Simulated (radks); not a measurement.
Valence configurations of Ca (all share [Ar]). All-electron calculation, scalar-relativistic Kohn-Sham, r2SCAN, spin-polarised, spherical densities, finite nucleus; open shells are filled with parallel spins first; meta-GGA in the generalised Kohn-Sham scheme; Fermi nuclear charge, rms radius 3.4776 fm. Program: a radial shooting solver on a logarithmic mesh with Libxc functionals. Energies are relative to 4s2; eigenvalues in eV for spin up.

| valence | E (eV) | moment (Bohr magnetons) | e(3d) | e(4p) | e(4s) |
|---|---|---|---|---|---|
| 4s2 | 0.000 | 0 | - | - | -3.832 |
| 3d0.5 4s1.5 | 1.044 | 1 | -1.080 | - | -3.836 |
| 4s1.5 4p0.5 | 1.048 | 1 | - | -1.916 | -4.508 |
| 4s1 4p1 | 1.641 | 2 | - | -2.251 | -4.932 |
| 3d1 4s1 | 1.832 | 2 | -0.817 | - | -3.850 |
| 4s0.5 4p1.5 | 2.976 | 2 | - | -2.493 | -5.146 |
| 3d1.5 4s0.5 | 3.317 | 2 | -0.765 | - | -3.618 |
| 3d1 4p1 | 4.121 | 2 | -1.513 | -1.915 | - |
| 4p2 | 4.287 | 2 | - | -2.717 | - |
| 3d2 | 4.689 | 2 | -0.789 | - | - |

NIST lists [Ar] 4s2 as the ground configuration; this level of theory agrees among the configurations tried. The energies are those of spherical high-spin densities, not of single terms.
